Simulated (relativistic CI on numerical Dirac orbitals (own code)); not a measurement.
**Tc3+: 4s photoemission**

Computed with this model: Dirac-Coulomb-Breit CI, orbitals from a KLI potential per configuration, model QED (radiative potential, 1s self-energy scaled to tabulated hydrogen-like ionisation energies), valence Slater integrals scaled by 0.9, multiplet model of photoemission in the sudden approximation; configurations [Kr] 4d4 → [Ar] 3d10 4s 4p6 4d4; 80 K; Lorentzian 2 eV and Gaussian 0.6 eV FWHM. Energies are those of the free ion, without screening or charge transfer. The energies are binding energies and can lie tens of eV above those of solids. Without intra-shell correlation the exchange splitting of an s hole comes out too large, often by half or more. S is read from ⟨S²⟩ = S(S + 1).

Field parameters in Wybourne normalisation: Oh B⁴₀ = 21Dq, B⁴₄ = √(5/14) B⁴₀; Td as Oh with Dq negative (B⁴₀ = 21Dq, B⁴₄ = √(5/14) B⁴₀). The field is a parameter set, without covalency.

Computed curve for Td, 10Dq = -19150 cm⁻¹, scaled to 100 at the maximum (points under 2 are left out and the grid is thinned):

```tsv
Energy (eV)	Intensity
110.6	2.1
111.0	2.3
111.4	2.6
111.8	2.9
112.2	3.3
112.6	3.8
113.0	4.5
113.2	4.8
113.6	5.7
114.0	6.9
114.4	8.5
114.8	10.6
115.2	13.6
115.6	18.0
116.0	24.5
116.4	34.5
116.8	49.6
117.2	69.6
117.6	89.5
118.0	100.0
118.2	99.0
118.6	84.3
119.0	61.8
119.4	42.6
119.8	29.5
120.2	21.2
120.6	15.8
121.0	12.3
121.4	9.9
121.8	8.2
122.2	7.0
122.6	6.0
123.0	5.0
123.2	4.6
123.6	3.9
124.0	3.4
124.4	2.9
124.8	2.6
125.2	2.3
125.6	2.0
```

The ground state has S = 0.09, and the centroid lies at 118.04 eV.
